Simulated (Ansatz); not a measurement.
One change: `[O]=[W](=[O])([OH])[Cl]` becomes `[O]=[Mo](=[O])([OH])[Cl]`.

Ansatz, PBE0-D4/def2-TZVP geometries, multiplicity 1. Each molecule was computed in one conformer, which needn't be the lowest.

Elements past krypton have def2 core potentials.

```json
{"property": "HOMO–LUMO gap (ωB97M-V/def2-TZVPP) / eV", "`[O]=[W](=[O])([OH])[Cl]`": "11.44"}
{"property": "HOMO energy (PBE0/def2-TZVPP) / eV", "`[O]=[W](=[O])([OH])[Cl]`": "-9.33"}
{"property": "size of the dipole moment (B3LYP/def2-TZVPP) / D", "`[O]=[W](=[O])([OH])[Cl]`": "3.18"}
{"property": "LUMO energy (B3LYP/def2-TZVPP) / eV", "`[O]=[W](=[O])([OH])[Cl]`": "-2.60"}
{"property": "HOMO energy (B3LYP/def2-TZVPP) / eV", "`[O]=[W](=[O])([OH])[Cl]`": "-9.06"}
{"property": "LUMO energy (PBE/def2-TZVPP) / eV", "`[O]=[W](=[O])([OH])[Cl]`": "-3.09"}
```

(1) Give the same properties after the change, and the shifts. (Best estimate.)

Answers

(1) The calculation gave: 
| property | `[O]=[Mo](=[O])([OH])[Cl]` | shift |
| --- | --- | --- |
| HOMO–LUMO gap (ωB97M-V/def2-TZVPP) / eV | 11.06 | -0.38 |
| HOMO energy (PBE0/def2-TZVPP) / eV | -9.57 | -0.24 |
| size of the dipole moment (B3LYP/def2-TZVPP) / D | 2.77 | -0.41 |
| LUMO energy (B3LYP/def2-TZVPP) / eV | -3.18 | -0.58 |
| HOMO energy (B3LYP/def2-TZVPP) / eV | -9.30 | -0.24 |
| LUMO energy (PBE/def2-TZVPP) / eV | -3.62 | -0.53 |

With PBE0 the HOMO falls by 0.24 eV and the LUMO falls by 0.59 eV, so the gap narrows by about 0.35 eV. PBE moves the HOMO by -0.24 eV and ωB97M-V by -0.20 eV. Dipoles are sizes alone; their direction can turn.

B3LYP here is the variant with VWN-RPA as its local correlation; programs differ in this.
